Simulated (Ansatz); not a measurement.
Computed with Ansatz.

Basis-set series for `C[S][GeH2][S]C`. Charge 0, multiplicity 1. The structure was optimised at the PBE0-D4/def2-TZVP level. It is one conformer, not always the lowest.

| functional | basis | functions | energy (Eh) | HOMO (eV) | LUMO (eV) |
| --- | --- | --- | --- | --- | --- |
| PBE0-D4 | def2-SVP | 136 | -2953.25762 | -6.78 | 0.24 |
| PBE0-D4 | def2-TZVPP | 306 | -2953.88764 | -6.85 | -0.16 |
| ωB97M-V | def2-SVP | 136 | -2953.66520 | -8.91 | 2.26 |
| ωB97M-V | def2-TZVPP | 306 | -2954.29878 | -9.02 | 1.70 |

Q: Give the rows for def2-QZVPP. (An estimate is asked.)

A: The calculation gave: 
```json
{"functional": "PBE0-D4", "basis": "def2-QZVPP", "functions": "583", "energy (Eh)": "-2953.96109", "HOMO (eV)": "-6.88", "LUMO (eV)": "-0.31"}
{"functional": "ωB97M-V", "basis": "def2-QZVPP", "functions": "583", "energy (Eh)": "-2954.37016", "HOMO (eV)": "-9.04", "LUMO (eV)": "1.34"}
```

Positive LUMOs are unbound and depend on the basis. Scalar relativity is left out up to krypton.
